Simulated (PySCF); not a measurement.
Harmonic spectrum computed at PBE0 in the def2-SVPD basis family (core potentials from Rb on, PySCF, no spin–orbit coupling):

```
ω (cm⁻¹)  IR (km/mol)
     230          4.6
     883          105
     951          536
```

Problem. Which molecule gave it? In each, all ligands are bound to the one heavy central atom.
A. MnO₂⁻ (quintet)
B. TcO₂⁻ (triplet)
C. TeO₂⁻ (doublet)
D. CrO₂⁻ (quartet)
E. CoO₂⁻ (quintet)

Solution. D. It has C2v symmetry with Cr–O 1.636 Å (×2).
